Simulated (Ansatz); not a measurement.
Cl2H7HfNOSi2, one more setting.

```yaml
crystal:
  periodic: [false, false, false]
  atoms:
    - {symbol: O, position_ang: [-2.612148, 0.779737, 0.908393]}
    - {symbol: Hf, position_ang: [-1.258343, -0.665971, 1.039497]}
    - {symbol: Cl, position_ang: [-0.480629, -0.888208, 3.379094]}
    - {symbol: Cl, position_ang: [-2.179140, -2.773829, 0.124534]}
    - {symbol: N, position_ang: [0.329808, 0.043476, -0.198825]}
    - {symbol: Si, position_ang: [0.393407, 1.610682, -1.130564]}
    - {symbol: Si, position_ang: [1.704728, -1.148328, -0.230037]}
    - {symbol: H, position_ang: [-3.374205, 1.426747, 0.933707]}
    - {symbol: H, position_ang: [1.760168, 1.693829, -1.885448]}
    - {symbol: H, position_ang: [-0.764322, 1.684225, -2.173893]}
    - {symbol: H, position_ang: [0.273607, 2.833409, -0.168859]}
    - {symbol: H, position_ang: [3.025450, -0.560972, 0.354010]}
    - {symbol: H, position_ang: [1.207229, -2.313667, 0.703098]}
    - {symbol: H, position_ang: [1.974379, -1.721122, -1.654705]}
basis:
  gaussian: {orbitals: def2-mTZVP, fitting: {mean_field: cc-pVTZ-jkfit}}
magnetization: {spin_polarized: true, initial_magnetization: 0}
hamiltonian: {xc: {name: r2SCAN50}, dispersion: d3bj}
```

```sh
$ ansatz run in.yaml --threads 2 --pin off --events-out ev --progress --plain --max-ram 22528MiB --backend cpu
```

Shortened log:

```
Warning: the engine holds no damping parameters fitted to this dispersion correction and functional, so the run takes those fitted to r2scan50 beside the three-body term, which d3bj leaves out (hamiltonian.dispersion, under Limitations)
Functional definition: r2SCAN50
Error: <dir> the basis set cc-pVTZ-JKFIT has no functions for Hf
```

It took 0.26 s on 2 threads of an AMD EPYC 7R13 on a shared host, with 0.78 GiB of host memory at the peak.
